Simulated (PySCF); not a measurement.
C₇H₁₃P.
Numbering: `[CH2:1]1[CH2:2][CH:3]2[CH2:4][CH2:5][CH2:6][P:7]2[CH2:8]1` (hydrogens: H9, H10 on C1; H11, H12 on C2; H13 on C3; H14, H15 on C4; H16, H17 on C5; H18, H19 on C6; H20, H21 on C8)

Structure used (PBE0-D3(BJ)/def2-SVP), in Å, numbered top down from 1:
```xyz
21
C7H13P angstrom
C      1.9098    0.5073    0.4253
C      1.5849   -0.8873   -0.1050
C      0.1338   -0.8661   -0.5955
C     -0.9039   -0.9841    0.5358
C     -2.0487   -0.0134    0.2682
C     -1.4076    1.3123   -0.1323
P     -0.1169    0.8388   -1.4061
C      1.4629    1.4999   -0.6451
H      1.3525    0.6880    1.3607
H      2.9781    0.6166    0.6736
H      1.7379   -1.6695    0.6579
H      2.2617   -1.1243   -0.9436
H     -0.0369   -1.6506   -1.3484
H     -1.2581   -2.0217    0.6462
H     -0.4277   -0.7136    1.4943
H     -2.6718   -0.3892   -0.5622
H     -2.7156    0.0949    1.1394
H     -2.1317    2.0253   -0.5538
H     -0.9327    1.7924    0.7401
H      2.2109    1.5623   -1.4525
H      1.3166    2.5247   -0.2688
```

All values: PBE0/pcSseg-1 (PySCF, non-relativistic), on one gas-phase PBE0-D3(BJ)/def2-SVP geometry that isn't relaxed in the solvent. The solvent is an IEF-PCM continuum (cavity from Bondi-type radii × 1.2). The model holds no explicit solvent molecules, cavitation or dispersion.

```tsv
run	E − E(gas) (kJ/mol)	HOMO (eV)	HOMO–LUMO gap (eV)	dipole (D)
gas	0.00	-6.34	7.45	1.53
P	-8.81	-6.44	7.62	2.11
Q	-7.59	-6.42	7.60	2.02
```

The runs were made in chloroform and tetrahydrofuran. Which run belongs to which solvent?

P = tetrahydrofuran, Q = chloroform. The dielectric constants are 4.711 (chloroform), 7.426 (tetrahydrofuran), and the energy falls further as ε rises. In this model the ground state sees the solvent through ε alone.

How constant is the ratio of the lowering to (ε − 1)/(2ε + 1)?

```
        solvent  (ε − 1)/(2ε + 1)  E − E(gas) (kJ/mol)  ratio (kJ/mol)  polarisation term (kJ/mol)
     chloroform             0.356                -7.59           -21.3                       -8.63
tetrahydrofuran             0.405                -8.81           -21.7                      -10.25
```

The ratio changes by +2.0 % in size from chloroform to tetrahydrofuran. The polarisation term is half the interaction of the solute with the induced surface charges.
